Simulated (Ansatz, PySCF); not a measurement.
Constitutional and geometric isomers with formula C3H4S. All species are isolated molecules in the gas phase. One relaxed conformer stands for each flexible species; it need not be the lowest. Strings in code marks are SMILES.

Quantity: vertical ionisation energy (energy after one electron is removed minus that of the parent at the parent's geometry), in eV. The restricted reference of `S=C1CC1` is unstable towards unrestricted orbitals.

Level 1: M06-2X/def2-TZVP // PBE0-D3(BJ)/def2-TZVP (PySCF)
Level 2: minus the HOMO energy of B3LYP/6-31G* // PBE0-D3(BJ)/def2-TZVP (PySCF)
Level 3: HF/6-31G* // PBE0-D3(BJ)/def2-TZVP (PySCF)
Level 4: HF/cc-pVTZ // PBE0-D3(BJ)/def2-TZVP (Ansatz, a program for electronic structure)

```tsv
species	level 2	level 3	level 4
`S=C1CC1`	5.81	7.41	7.38
`C#CCS`	6.63	8.45	8.41
`SC1=CC1` (H–S–C–C torsion 180°)	6.01	7.64	7.63
```

What does level 1 give for each, and how far do the other levels lie from it on average?


- `S=C1CC1`: 8.58
- `C#CCS`: 9.55
- `SC1=CC1` (H–S–C–C torsion 180°): 8.74
Mean absolute difference from level 1, which has limits of its own, over these rows (drawn at random from the members that have all these levels): level 2 2.81 eV, level 3 1.13 eV, level 4 1.15 eV.
